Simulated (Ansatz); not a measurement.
A run for Ansatz (an electronic-structure program): R-CCSD(T)/aug-cc-pVDZ on C2H4FN (a complex), monomers drawn apart or pushed together.

Ansatz 0.2 input:
```yaml
crystal:
  periodic: [false, false, false]
  atoms:
    - {symbol: F, position_ang: [0.48255518, -0.31717282, -0.34942402]}
    - {symbol: H, position_ang: [0.35994762, -0.18489023, 0.57557568]}
    - {symbol: C, position_ang: [-0.24431172, 0.46502660, 5.12482059]}
    - {symbol: C, position_ang: [-0.05492652, 0.26154318, 3.69995808]}
    - {symbol: N, position_ang: [0.09454969, 0.10089659, 2.57504117]}
    - {symbol: H, position_ang: [-1.25683546, 0.17889301, 5.40970475]}
    - {symbol: H, position_ang: [0.46701788, -0.14222951, 5.68471941]}
    - {symbol: H, position_ang: [-0.08857038, 1.51467859, 5.37424423]}
basis:
  gaussian:
    orbitals: aug-cc-pVDZ
magnetization: {spin_polarized: false}
correlation: {method: ccsd_t, electrons: outside_noble_gas}
scf: {lower_state_search: off}
```

Output:

```
WARN ansatz: RAYON_NUM_THREADS=1 ignored (pool sized by the plan → 1); use --threads N
Functional definition: HF
these checks for a lower state are left out or cut short: stability, starts, cluster_reference, orbital_swaps, neighbouring_geometries, increment
integrals: 0.26 GiB planned
1251 factors; integrals over basis functions are off by at most 1.2e-3 eV
mean field: 0.30 GiB planned
mean field evaluation 1: about -6309.4862 eV, gradient 3.7e1 eV
mean field evaluation 2: about -6309.4884 eV, gradient 3.7e1 eV
mean field evaluation 4: about -6312.6473 eV, gradient 4.6e0 eV
mean field evaluation 8: about -6312.7198 eV, gradient 4.4e-1 eV
mean field -6312.72053104 eV, -231.9882006000 hartree, gradient 2.4e-6 eV, S^2 0.000000; 0 other end points of the search recorded, 0 dependent functions left out
4 core orbitals not correlated
reference -6312.72053104 eV, -231.9882006000 hartree; 12, 12 occupied and 112, 112 virtual orbitals, 1251 factors
second order -18.01302615 eV of doubles, -0.00000000 eV of singles
coupled cluster: 0.77 GiB planned
cycle   1  -18.06805761 eV  change   -5.5e-2 eV  update   1.0e-1
cycle   2  -18.54892697 eV  change   -4.8e-1 eV  update   3.0e-2
cycle   3  -18.67144049 eV  change   -1.2e-1 eV  update   1.4e-2
cycle   4  -18.66710227 eV  change    4.3e-3 eV  update   3.5e-3
cycle   5  -18.66942483 eV  change   -2.3e-3 eV  update   1.4e-3
cycle   6  -18.67012307 eV  change   -7.0e-4 eV  update   3.7e-4
cycle   7  -18.67012669 eV  change   -3.6e-6 eV  update   1.3e-4
cycle   8  -18.67016804 eV  change   -4.1e-5 eV  update   3.5e-5
cycle   9  -18.67018699 eV  change   -1.9e-5 eV  update   1.2e-5
perturbative correction -0.62742282 eV, -0.0230573632 hartree
Total energy: -6332.01814085 eV, -232.6973746801 hartree
Checks for a lower state left out: stability, starts, cluster_reference, orbital_swaps, neighbouring_geometries, increment
```

The run converged.

Cost: about 28 core-seconds (a rough figure).
